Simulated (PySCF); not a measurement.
PySCF 2.14 output of an unrestricted B3LYP calculation on a single atom or ion in jorge-DZP-DKH, with scalar relativity by spin-free X2C-1e:

```
SCF conv_tol = 1e-09
number electrons alpha = 15  beta = 14
    P. J. Stephens, F. J. Devlin, C. F. Chabalowski, and M. J. Frisch.,  J. Phys. Chem. 98, 11623 (1994)
cycle= 1 E= -1795.41979964465  delta_E= -0.00714  |g|= 0.201  |ddm|= 0.224
cycle= 2 E= -1795.41338146328  delta_E= 0.00642  |g|= 0.294  |ddm|= 0.174
cycle= 3 E= -1795.42566294303  delta_E= -0.0123  |g|= 0.00297  |ddm|= 0.0947
cycle= 4 E= -1795.42566431152  delta_E= -1.37e-06  |g|= 0.000425  |ddm|= 0.00117
cycle= 5 E= -1795.42566433651  delta_E= -2.5e-08  |g|= 2.04e-05  |ddm|= 0.000318
cycle= 6 E= -1795.42566433658  delta_E= -7.05e-11  |g|= 9.15e-07  |ddm|= 1.72e-05
converged SCF energy = -1795.42566433658  <S^2> = 0.75027366  2S+1 = 2.0002736
```

The run itself started from symmetry-adapted Hartree-Fock orbitals and held the occupation by maximum overlap, on a logarithmic radial grid, so the iterations belong to that start.

Task: Which element, charge and spin multiplicity is this?

Result: Zn⁺ (zinc, charge +1), multiplicity 2; the state was [Ar] 3d10 4s1, 2S determinant.
